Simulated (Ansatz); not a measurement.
(CuH)n: vertical IE (eV) at several levels, gas phase, relaxed structures; Ansatz. Clusters are the lowest isomers that short searches found in that spin, judged at the geometry's level. Singlets are spin-restricted. The structures are stationary points that may keep the symmetry of their start. Remarks come from the PBE and PBE0 runs and from stability tests at other levels; not every state was tested. HOMO above LUMO (over both spins in singlets and doublets, within one spin in higher multiplets; at PBE or PBE0), or a gap under 0.15 eV within one spin, warns that the state may not be the lowest or that an electron is smeared out.

```
            species               state             geometry  PBE-D4/def2-TZVP  r2SCAN-D4/def2-TZVP  PBE0-D4/def2-TZVP                                                    remarks
(CuH)2 ring (Cu2H2)  singlet to doublet  r2SCAN-D4/def2-TZVP              7.55                 7.49               7.66                                                          –
(CuH)3 ring (Cu3H3)  singlet to doublet      PBE-D4/def2-SVP              8.31                 8.23               8.53  gap within one spin near zero at PBE or PBE0 (+1 doublet)
```

(1) Estimate the rows for Cu2H2 (singlet to doublet, PBE0-D4/def2-TZVP geometry).

(1) 
```tsv
species	state	geometry	PBE-D4/def2-TZVP	r2SCAN-D4/def2-TZVP	PBE0-D4/def2-TZVP
Cu2H2	singlet to doublet	PBE0-D4/def2-TZVP	8.35	8.24	8.18
```

Over the 3 species that have every level, the mean is 8.07 at PBE-D4/def2-TZVP, 7.99 at r2SCAN-D4/def2-TZVP, 8.12 at PBE0-D4/def2-TZVP.
